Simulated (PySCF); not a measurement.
Identify the unknown among the candidates.

All candidates are C3H10OSi.

* 1H NMR: chemical shifts (computed TMS as zero) by class: 5.17 (2 H), 3.86 (2 H), 1.19 (3 H), 0.32 (3 H) ppm [GIAO PBE/pcSseg-2]
* UV, first state: lowest singlet excitation: 7.45 eV (167 nm, f = 0.005) [TDDFT wB97X-D/def2-SVPD]
* Dipole: 0.28 D [wB97X-D/def2-SVPD]
* Rotational structure: rotational constants A, B, C: 11.465, 1.716, 1.564 GHz [PBE0-D3(BJ)/def2-SVP]
* XPS: Si2p3/2 107.0, C1s 290.3, C1s 290.6, C1s 292.2, O1s 537.7, Si1s 1846.9 eV [ΔSCF SCAN, pcX-2 on the ionised atom, pcseg-1 elsewhere, spin-free X2C, 2p3/2 from a spin–orbit splitting computed afterwards within the 2p shell]
* Triplet: lowest triplet excitation (Tamm–Dancoff): 7.22 eV [TDA wB97X-D/def2-SVPD]
* Polarisability: 69.5 au [wB97X-D/def2-SVPD]
* 13C NMR: chemical shifts (computed TMS as zero) by class: 67.7 (1 C), 20.8 (1 C), -4.0 (1 C) ppm [GIAO PBE/pcSseg-2]

Electronic properties: PySCF, gas phase, density fitting. Levels stand in brackets. Geometry: PBE0-D3(BJ)/def2-SVP, one conformer, isolated molecule. NMR classes are plain means over equivalent atoms (diastereotopic ones count apart unless rotation or inversion swaps them), as if these changed places fast.

Task: Which candidate is it?
A. `C[Si](C)(C)O`
B. `COC[SiH2]C`
C. `CCO[SiH2]C`

Result: C. It is `CCO[SiH2]C`. Numbering: `[CH3:1][CH2:2][O:3][SiH2:4][CH3:5]`. Its formula, C3H10OSi, gives 0 degrees of unsaturation, so no ring and no π bond. 3 carbons fall into 3 classes; from least to most shielded: sp3 carbon bound to oxygen [C2] (67.7 ppm), methyl carbon [C1] (20.8 ppm), Si-methyl carbon [C5] (-4.0 ppm). Hydrogen classes from least to most shielded: 2 H on an oxygen-bound silicon, Si4 (5.17 ppm), 2 H on an sp3 carbon bound to oxygen, C2 (3.86 ppm), 3 H on a methyl carbon, C1 (1.19 ppm), 3 H on an Si-methyl carbon, C5 (0.32 ppm, a mean of values up to 0.6 ppm apart in this geometry). The core levels belong to: Si2p3/2 107.0 eV, oxygen-bound silicon [Si4]; C1s 290.3 eV, Si-methyl carbon [C5]; C1s 290.6 eV, methyl carbon [C1]; C1s 292.2 eV, sp3 carbon bound to oxygen [C2]; O1s 537.7 eV, silyl ether oxygen [O3]; Si1s 1846.9 eV, oxygen-bound silicon [Si4]. The optimised geometry has point group Cs and is an asymmetric top.

The others, at the same levels:
- `C[Si](C)(C)O` fails: its computed core binding energies are Si2p3/2 106.5, C1s 290.0 (×3), O1s 538.0, Si1s 1846.4 eV, rotational constant A is 3.342 GHz (against 11.465 GHz) and smallest rotational constant is 3.119 GHz (against 1.564 GHz).
- `COC[SiH2]C` fails: its computed 13C shifts are 68.2 (1 C), 67.9 (1 C), -9.9 (1 C) ppm, core binding energies are Si2p3/2 106.3, C1s 290.1, C1s 291.4, C1s 292.1, O1s 538.4, Si1s 1846.1 eV and 1H shifts are 4.23 (2 H), 3.44 (3 H), 3.30 (2 H), 0.20 (3 H) ppm.

Each candidate is one conformer, not necessarily the lowest. The conformers computed, where there is a choice (atom-mapped SMILES and torsion angles):
- `[CH3:1][CH2:2][O:3][SiH2:4][CH3:5]`: C1–C2–O3–Si4 180°, C2–O3–Si4–C5 180°
- `[CH3:1][O:2][CH2:3][SiH2:4][CH3:5]`: C1–O2–C3–Si4 180°, O2–C3–Si4–C5 56°
